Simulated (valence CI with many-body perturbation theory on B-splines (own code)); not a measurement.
## I²⁰⁺: calculated level list

Computed by configuration interaction combined with many-body perturbation theory (CI+MBPT): five valence electrons over a frozen Dirac-Fock core [Ar] 3d10, a basis of 9 s, 9 p, 8 d, 6 f, 3 g, 1 h functions for each j, with the one-electron correlation potential Σ1 (screened to all orders), the two-electron term Σ2, the three-electron term Σ3, Breit, model QED; selected single and double excitations, second order for the rest, scaled by the run's own slope (own B-spline code, finite nucleus).

No measured spectrum was set against this ion. As an estimate, levels hold to about 250 cm⁻¹ or 0.2 % of their energy and the worst to 1 %, as in measured heavy ions of charge 2 to 7; those with d or f electrons hold less well. Among the levels kept, up to 1000 cm⁻¹ of a level comes from second order outside the variational space, and about a tenth of that is noise between levels of different J, which matters for small intervals.

Levels 1 to 33 of 33, with energies above the lowest level, (4s^2 4p1/2^2 4p3/2) J=3/2. "Leading %" is the weight of the configuration and term that name the level; weights of strongly mixed levels are sums over their largest components and can fall short, so below about 35 % the name and the second component can differ from the true leading terms, or belong to a minority configuration. In the jj column 3d3/2^4 stands for four electrons in 3d with j = 3/2. Lifetimes count E1, E2, E3, M1 and M2 decay at the calculated energies, and are blank where another channel may lead or the interval is too uncertain; long ones can be off by a factor of two.

| No. | Configuration | Term | J | E (cm⁻¹) | Leading % | Lifetime | Second component | g | Leading jj |
| --- | --- | --- | --- | --- | --- | --- | --- | --- | --- |
| 1 | 4s2.4p3 | 4S° | 3/2 | 0 | 43 |  | 36 % 4s2.4p3 2P° | 1.516 | 4s^2 4p1/2^2 4p3/2 (93 %) |
| 2 | 4s2.4p3 | 2D° | 3/2 | 95700 | 51 | 52.2 μs | 44 % 4s2.4p3 4S° | 1.353 | 4s^2 4p1/2 4p3/2^2 (94 %) |
| 3 | 4s2.4p3 | 2D° | 5/2 | 119660 | 98 | 256 μs |  | 1.199 | 4s^2 4p1/2 4p3/2^2 (98 %) |
| 4 | 4s2.4p3 | 2P° | 1/2 | 151780 | 98 | 42.8 μs |  | 0.664 | 4s^2 4p1/2 4p3/2^2 (98 %) |
| 5 | 4s2.4p3 | 2P° | 3/2 | 248250 | 58 | 16.0 μs | 28 % 4s2.4p3 2D° | 1.263 | 4s^2 4p3/2^3 (96 %) |
| 6 | 4s.4p4 | 4P | 5/2 | 480650 | 80 | 114 ps | 13 % 4s.4p4 2D | 1.540 | 4s 4p1/2^2 4p3/2^2 (88 %) |
| 7 | 4s.4p4 | 4P | 3/2 | 537430 | 54 | 41.1 ps | 22 % 4s.4p4 2D | 1.427 | 4s 4p1/2^2 4p3/2^2 (60 %) |
| 8 | 4s.4p4 | 4P | 1/2 | 542750 | 60 | 46.0 ps | 32 % 4s.4p4 2S | 2.417 | 4s 4p1/2^2 4p3/2^2 (74 %) |
| 9 | 4s.4p4 | 2D | 3/2 | 605640 | 38 | 48.3 ps | 37 % 4s.4p4 4P | 1.225 | 4s 4p1/2 4p3/2^3 (70 %) |
| 10 | 4s.4p4 | 2D | 5/2 | 635040 | 72 | 56.7 ps | 14 % 4s.4p4 4P | 1.256 | 4s 4p1/2 4p3/2^3 (82 %) |
| 11 | 4s2.4p2.4d | 4F | 3/2 | 664710 | 41 | 56.0 ps | 14 % 4s2.4p2.4d 4D | 0.750 | 4s^2 4p1/2^2 4d3/2 (77 %) |
| 12 | 4s.4p4 | 2P | 1/2 | 676040 | 38 | 16.5 ps | 24 % 4s.4p4 2S | 1.464 | 4s 4p1/2 4p3/2^3 (57 %) |
| 13 | 4s.4p4 | 2P | 3/2 | 689990 | 49 | 16.5 ps | 16 % 4s2.4p2.4d 4F | 1.091 | 4s 4p1/2 4p3/2^3 (53 %) |
| 14 | 4s2.4p2.4d | 4F | 5/2 | 699620 | 38 | 35.3 ps | 29 % 4s2.4p2.4d 4D | 1.166 | 4s^2 4p1/2^2 4d5/2 (75 %) |
| 15 | 4s2.4p2.4d | 2F | 5/2 | 749700 | 58 | 341 ps | 36 % 4s2.4p2.4d 4F | 0.943 | 4s^2 4p1/2 4p3/2 4d3/2 (90 %) |
| 16 | 4s2.4p2.4d | 4D | 1/2 | 756630 | 76 | 87.2 ps | 8 % 4s2.4p2.4d 2P | 0.328 | 4s^2 4p1/2 4p3/2 4d3/2 (82 %) |
| 17 | 4s2.4p2.4d | 4F | 7/2 | 765360 | 67 | 1.31 ns | 19 % 4s2.4p2.4d 2G | 1.161 | 4s^2 4p1/2 4p3/2 4d3/2 (58 %) |
| 18 | 4s2.4p2.4d | 4D | 3/2 | 768560 | 49 | 16.2 ps | 24 % 4s2.4p2.4d 4F | 1.032 | 4s^2 4p1/2 4p3/2 4d3/2 (71 %) |
| 19 | 4s2.4p2.4d | 4D | 7/2 | 772130 | 49 | 60.5 ns | 38 % 4s2.4p2.4d 2F | 1.279 | 4s^2 4p1/2 4p3/2 4d5/2 (77 %) |
| 20 | 4s2.4p2.4d | 4F | 9/2 | 793960 | 58 |  | 40 % 4s2.4p2.4d 2G | 1.241 | 4s^2 4p1/2 4p3/2 4d5/2 (92 %) |
| 21 | 4s.4p4 | 2P | 1/2 | 799570 | 35 | 16.3 ps | 26 % 4s.4p4 2S | 1.180 | 4s 4p3/2^4 (57 %) |
| 22 | 4s2.4p2.4d | 4D | 5/2 | 803870 | 33 | 16.2 ps | 17 % 4s2.4p2.4d 4F | 1.192 | 4s^2 4p1/2 4p3/2 4d5/2 (75 %) |
| 23 | 4s2.4p2.4d | 2P | 3/2 | 814910 | 36 | 5.96 ps | 22 % 4s2.4p2.4d 4D | 1.209 | 4s^2 4p1/2 4p3/2 4d5/2 (64 %) |
| 24 | 4s2.4p2.4d | 2G | 7/2 | 841350 | 57 | 24.6 ps | 16 % 4s2.4p2.4d 4F | 1.042 | 4s^2 4p1/2 4p3/2 4d5/2 (53 %) |
| 25 | 4s2.4p2.4d | 4P | 5/2 | 842010 | 49 | 3.27 ps | 20 % 4s2.4p2.4d 2D | 1.418 | 4s^2 4p1/2 4p3/2 4d5/2 (40 %) |
| 26 | 4s2.4p2.4d | 4P | 3/2 | 848800 | 46 | 3.32 ps | 32 % 4s2.4p2.4d 2P | 1.455 | 4s^2 4p1/2 4p3/2 4d3/2 (58 %) |
| 27 | 4s2.4p2.4d | 4P | 1/2 | 850300 | 45 | 3.24 ps | 26 % 4s2.4p2.4d 2S | 2.035 | 4s^2 4p1/2 4p3/2 4d3/2 (80 %) |
| 28 | 4s2.4p2.4d | 2D | 3/2 | 873800 | 74 | 10.5 ps | 7 % 4s2.4p2.4d 4P | 0.886 | 4s^2 4p1/2 4p3/2 4d5/2 (60 %) |
| 29 | 4s2.4p2.4d | 2D | 5/2 | 888350 | 62 | 2.99 ps | 31 % 4s2.4p2.4d 2F | 1.100 | 4s^2 4p1/2 4p3/2 4d5/2 (48 %) |
| 30 | 4s2.4p2.4d | 2F | 7/2 | 896440 | 49 | 245 ps | 36 % 4s2.4p2.4d 4D | 1.231 | 4s^2 4p3/2^2 4d5/2 (96 %) |
| 31 | 4s2.4p2.4d | 2P | 1/2 | 897580 | 59 | 3.66 ps | 16 % 4s.4p4 2P | 0.963 | 4s^2 4p1/2 4p3/2 4d5/2 (55 %) |
| 32 | 4s2.4p2.4d | 2G | 9/2 | 907890 | 58 | 34.1 μs | 40 % 4s2.4p2.4d 4F | 1.201 | 4s^2 4p3/2^2 4d5/2 (91 %) |
| 33 | 4s2.4p2.4d | 2P | 1/2 | 926180 | 68 | 5.23 ps | 16 % 4s2.4p2.4d 4P | 1.042 | 4s^2 4p3/2^2 4d3/2 (46 %) |

The ionisation energy to 4s2.4p2 3P_0 of the next ion comes out as 603.06 eV (NIST: 601 ± 4 eV (theoretical)). All 33 levels together are meant to be complete up to 933440 cm⁻¹.
